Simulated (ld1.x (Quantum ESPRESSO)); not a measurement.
Ge (Z = 32): one change to a TM potential, before and after

ld1.x (Quantum ESPRESSO) 7.5 input, shortened:

```
&input
   title='Ge', zed=32., rel=2, dft='PBE', iswitch=3,
   config='[Ar] 3d10 4s2 4p2', rel_dist='average'
 /
 &inputp
   pseudotype=2, tm=.true., lloc=-2, rcloc=0.80,
   nlcc=.true., new_core_ps=.true.
 /
3
4S  1  0   2.00   0.00  1.85  1.85  0.0
4P  2  1   2.00   0.00  1.50  1.50  0.0
3D  3  2  10.00   0.00  1.05  1.05  0.0
 &test
   configts(1)='3d10 4s2 4p2'
 /
```

Open shells are filled in proportion to 2j + 1 (rel_dist='average').

Change: scalar-relativistic.

Cutoffs: the cutoffs (Ry, on a coarse ladder) from which the occupation-weighted sum of valence levels, in a spherical-Bessel basis at the reference potential, stays within 10 and 1 mRy of its value at 400 Ry; they do not see the model core or the augmentation charge, which bear on the density cutoff. Errors are all-electron minus pseudo energies relative to the spin-unpolarised reference configuration.

Task: How do hardness, ghosts and transferability respond?

Result: Both files keep a bound ghost (s); of the 7 tests that both files solve, the error grows in 2 and shrinks in 3 by more than 15 % and 0.3 meV (median size 2.2 → 4.4 meV).

```csv
quantity,base,changed
"cutoff, loose",230 Ry,230 Ry
"cutoff, tight",over 300 Ry,over 300 Ry
bound ghosts,s,s
"error for 3d10 4s2 4p1, meV [ΔE 7.45 eV]",+2.2,+1.1
"error for 3d10 4s2 4p0, meV [ΔE 22.89 → 22.88 eV]",-2.0,-5.2
"error for 3d10 4s1 4p0, meV [ΔE 57.68 → 57.67 eV]",-20,-27
"error for 3d9 4s2 4p2, meV [ΔE 38.68 eV]",-108,-120
"error for 3d10 4s0 4p4, meV [ΔE 16.19 → 16.20 eV]",+5.8,+4.4
"error for 3d10 4s1 4p3, meV [ΔE 7.97 eV]",+0.5,-0.2
"error for 3d10 4s2 4p1.5, meV [ΔE 2.80 eV]",+0.6,+0.2
s: phases at 2.00 bohr within 0.05 rad from the reference energy up to (Ry; the scan ends near 5),to the end of the scan,to the end of the scan
```

 A true bound ghost makes a file unfit for plane-wave use even where its test errors are small: the radial tests pick states by their node count and pass the ghost by.
